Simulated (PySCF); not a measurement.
**Ionisation energy of Mn¹³⁺ by level of theory**

Mn¹³⁺ [Ne] 3s2 (1S) → Mn¹⁴⁺ [Ne] 3s1 (2S), as a difference of total energies. All numbers are calculated (PySCF 2.14, scalar relativity by spin-free X2C-1e, in an uncontracted even-tempered set (18 s from 0.93 bohr⁻², ratio 2.5; 11 p from 1.2 bohr⁻², ratio 2.5; 5 d from 5 bohr⁻², ratio 2.7; 4 f from 7.5 bohr⁻², ratio 2.7)). Correlated levels: outer shells: 1s2 frozen; virtual orbitals above 40 to 60 times the deepest correlated orbital energy dropped. The calculations carry no spin-orbit coupling.

| method | ionisation energy (eV) |
| --- | --- |
| UHF | 400.66 |
| MP2 (outer shells) | 402.88 |
| SCS-MP2 (outer shells) | 403.11 |
| CCSD (outer shells) | 403.37 |
| CCSD(T) (outer shells) | 403.42 |

Task: How much does correlation contribute at CCSD(T) (outer shells)?

Result: 403.42 − (400.66) = 2.76 eV, measured against UHF.

For comparison: 402.95 ± 0.25 eV (semi-empirical (NIST evaluation); NIST Atomic Spectra Database, ionization energies).
